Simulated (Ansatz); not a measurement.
A family of molecules: the atomisation energy (no zero-point term)

One atom is swapped for its congeners: BH2(OH); BH2(SH); BH2(SeH). All are singlets with charge 0.

Shapes, held fixed at every level: PBE0-D4/def2-TZVP. Programs: Ansatz 0.2.0. Values in eV.

| level | BH2(OH) | BH2(SH) | BH2(SeH) |
| --- | --- | --- | --- |
| SPW92/def2-TZVPP | 21.33 | 18.36 | 17.44 |
| PBE-D4/def2-TZVPP | 19.10 | 16.52 | 15.61 |
| BHLYP-D4/def2-TZVPP | 18.42 | 16.11 | 15.21 |
| r2SCAN0-D4/def2-TZVPP | 18.63 | 16.32 | 15.42 |
| wB97X-V/def2-TZVPP | 18.87 | 16.43 | 15.48 |
| MP2/def2-SVP | 18.31 | 15.51 | 14.66 |
| CCSD(T)/def2-TZVPP | 18.45 | 15.92 | 15.11 |

At CCSD(T)/def2-TZVPP the atomisation energy falls at every step, from 18.45 to 15.11 eV. Every level shows the same order. Relativity is left out for Se unless named. Correlated rows may include outer-core shells of Se, which these sets cover unevenly. Spin-orbit coupling, which grows down the group, is left out (summed over each molecule's free atoms 0.01, 0.03, 0.12 eV).
